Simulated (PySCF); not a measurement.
A PySCF script (with the pyscf-properties extension) for the NMR shieldings of `C(P(CN(C)C)C)(F)(F)F`, C₅H₁₁F₃NP, on a GFN2-xTB geometry:

```python
import basis_set_exchange as bse
import numpy as np
from pyscf import gto, dft
from pyscf.prop import nmr

atoms = """
C    -1.815119   -0.721417    1.150500
N    -1.230366   -0.330148   -0.113140
C    -2.239513    0.103517   -1.058262
C    -0.198008    0.666048    0.067051
P     1.262016   -0.146994    0.902958
C     1.703828   -1.345725   -0.421537
C     2.492178    1.201295    0.394727
F     2.531390    1.463603   -0.925383
F     3.742584    0.873724    0.748083
F     2.203396    2.364428    0.998877
H    -1.023976   -1.095165    1.803306
H    -2.323554    0.110976    1.659196
H    -2.534013   -1.520940    0.979528
H    -1.767026    0.330660   -2.012734
H    -2.787840    0.993586   -0.715269
H    -2.950550   -0.707381   -1.208482
H     0.112203    1.037089   -0.915699
H    -0.528294    1.524645    0.680075
H     1.732207   -0.867256   -1.399645
H     2.669160   -1.796432   -0.194500
H     0.940376   -2.121171   -0.420124
"""
names = dict.fromkeys(["C", "N", "P", "F", "H"], "pcSseg-1")
basis = {el: gto.basis.parse(bse.get_basis(n, elements=[el], fmt="nwchem")) for el, n in names.items()}
mol = gto.M(atom=atoms, basis=basis, charge=0, verbose=0)
mf = dft.RKS(mol, xc="PBE0")
mf.grids.level = 2
mf.grids.alignment = dft.numint.BLKSIZE   # the property module wants whole blocks of grid points
mf.conv_tol = 1e-9
mf.kernel()

calc = nmr.RKS(mf)   # GIAO
C = mf.mo_coeff
Co = C[:, mf.mo_occ > 0]
resp = mf.gen_response(singlet=True, hermi=2)
def vind(x):   # induced exchange potential for any number of trial vectors
    d = np.einsum("pi,xij,qj->xpq", C, 2 * x.reshape(-1, C.shape[1], Co.shape[1]), Co, optimize=True)
    return np.einsum("xpq,pi,qj->xij", resp(d - d.transpose(0, 2, 1)), C, Co, optimize=True).ravel()
mo1, _ = nmr.rhf.solve_mo1(calc, with_cphf=vind)
sigma = calc.kernel(mo1)
for i, s in enumerate(sigma):   # ppm
    w = np.linalg.eigvalsh((s + s.T) / 2)
    print("%2d %-2s iso %8.1f  s11 %8.1f  s22 %8.1f  s33 %8.1f" % (i, mol.atom_pure_symbol(i), w.mean(), *w))
```

Q: Give the expected output.

A: 
```
 0 C  iso    141.3  s11    112.1  s22    128.8  s33    183.1
 1 N  iso    232.7  s11    193.9  s22    246.7  s33    257.6
 2 C  iso    136.4  s11    108.3  s22    114.8  s33    185.9
 3 C  iso    126.4  s11     99.4  s22    118.2  s33    161.5
 4 P  iso    356.8  s11    270.5  s22    342.7  s33    457.4
 5 C  iso    177.8  s11    167.0  s22    174.2  s33    192.0
 6 C  iso     44.1  s11     32.8  s22     41.1  s33     58.4
 7 F  iso    256.9  s11    168.3  s22    266.9  s33    335.6
 8 F  iso    244.0  s11    155.8  s22    245.3  s33    331.0
 9 F  iso    246.1  s11    156.0  s22    253.0  s33    329.3
10 H  iso     28.7  s11     22.8  s22     29.4  s33     33.9
11 H  iso     30.1  s11     26.7  s22     27.3  s33     36.2
12 H  iso     29.4  s11     25.2  s22     26.5  s33     36.6
13 H  iso     29.2  s11     24.4  s22     27.4  s33     35.9
14 H  iso     29.7  s11     26.3  s22     26.7  s33     36.0
15 H  iso     29.1  s11     24.8  s22     26.0  s33     36.6
16 H  iso     28.8  s11     23.1  s22     29.6  s33     33.6
17 H  iso     29.1  s11     24.7  s22     30.0  s33     32.5
18 H  iso     30.3  s11     26.5  s22     28.7  s33     35.7
19 H  iso     30.4  s11     25.7  s22     27.4  s33     38.2
20 H  iso     30.2  s11     24.4  s22     29.3  s33     36.7
```

These numbers come from an equivalent density-fitted implementation of the same equations, which agrees with the script to about 0.01 ppm for H and up to a few tenths of a ppm for heavy atoms, so last digits may differ.

Size and cost of the density-fitted run: 232 basis functions, about 2.3 core-minutes.
